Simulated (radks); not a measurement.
The numbers below are computed, except where a source is named.
Q: Valence configurations of Ho+ (all share [Xe]). Level of theory: scalar-relativistic Kohn-Sham, PBE, spin-polarised, spherical densities, finite nucleus; open shells are filled with parallel spins first (spin-orbit coupling, left out, can overturn this in heavy ions); Fermi nuclear charge, rms radius 5.2022 fm (a radial shooting solver on a logarithmic mesh with Libxc functionals). Order these by energy: 4f12; 4f10 6s2; 4f11 6p1; 4f11 5d0.5 6s0.5; 4f9 5d2 6s1; 4f10 5d1 6s1; 4f11 6s1; 4f9.5 5d1 6s1 6p0.5; 4f9 6s1 6p2; 4f10.5 6s1 6p0.5.

A: From the lowest, in eV above it: 4f11 6s1 0.000; 4f11 5d0.5 6s0.5 1.134; 4f10.5 6s1 6p0.5 2.155; 4f10 6s2 2.765; 4f12 3.010; 4f10 5d1 6s1 3.130; 4f11 6p1 3.573; 4f9.5 5d1 6s1 6p0.5 7.951; 4f9 5d2 6s1 10.499; 4f9 6s1 6p2 20.406. NIST lists [Xe] 4f11 6s1 as the ground configuration; this level of theory agrees among the configurations tried. The energies are those of spherical high-spin densities, not of single terms.
